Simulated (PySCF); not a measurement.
H2N, doublet, geometry from GFN2-xTB. Base run: CCSD(T)/3-21G in PySCF.

Here is a job for PySCF.
```python
from pyscf import gto, scf, cc

mol = gto.M(
    atom='''
N    -0.001514    0.003605    0.129454
H     0.006848    0.817050   -0.476178
H     0.003748   -0.842286   -0.430003
''',
    basis='3-21g',
    charge=0,
    spin=1,
    verbose=4,
)

mf = scf.UHF(mol)
mf.kernel()

mycc = cc.CCSD(mf)
mycc.kernel()
et = mycc.ccsd_t()
print('E(CCSD(T)) = %.10f' % (mycc.e_tot + et))
mf.analyze()
```

The base run was repeated with changes; each row names its change, and settings that it needs were set with it.

```json
[
 {"change": "base", "ΔE vs base (mEh)": "0.000", "MP2 correlation (Eh)": "-0.08400", "CC correlation without the perturbative part (Eh)": "-0.09736", "basis functions": "13"},
 {"change": "frozen = 1", "ΔE vs base (mEh)": "1.579", "MP2 correlation (Eh)": "-0.08233", "CC correlation without the perturbative part (Eh)": "-0.09580", "basis functions": "13"},
 {"change": "frozen = 2", "ΔE vs base (mEh)": "40.634", "MP2 correlation (Eh)": "-0.04907", "CC correlation without the perturbative part (Eh)": "-0.05727", "basis functions": "13"},
 {"change": "method = ccsd", "ΔE vs base (mEh)": "1.067", "MP2 correlation (Eh)": "-0.08400", "CC correlation without the perturbative part (Eh)": "-0.09736", "basis functions": "13"},
 {"change": "cc.level_shift = 0.2", "ΔE vs base (mEh)": "0.000", "MP2 correlation (Eh)": "-0.08400", "CC correlation without the perturbative part (Eh)": "-0.09736", "basis functions": "13"},
 {"change": "method = mp2", "ΔE vs base (mEh)": "14.434", "MP2 correlation (Eh)": "-0.08400", "CC correlation without the perturbative part (Eh)": "-", "basis functions": "13"},
 {"change": "density fitting = JK and correlation", "ΔE vs base (mEh)": "0.041", "MP2 correlation (Eh)": "-0.08397", "CC correlation without the perturbative part (Eh)": "-0.09736", "basis functions": "13"},
 {"change": "cc.diis_space = 10", "ΔE vs base (mEh)": "0.000", "MP2 correlation (Eh)": "-0.08400", "CC correlation without the perturbative part (Eh)": "-0.09736", "basis functions": "13"},
 {"change": "cc.conv_tol = 1e-9", "ΔE vs base (mEh)": "0.000", "MP2 correlation (Eh)": "-0.08400", "CC correlation without the perturbative part (Eh)": "-0.09736", "basis functions": "13"},
 {"change": "cc.direct = True", "ΔE vs base (mEh)": "0.000", "MP2 correlation (Eh)": "-0.08400", "CC correlation without the perturbative part (Eh)": "-0.09736", "basis functions": "13"}
]
```

Open shells are given as the SCF converged; they aren't shown to be the lowest states, and a large step between rows can be another state.
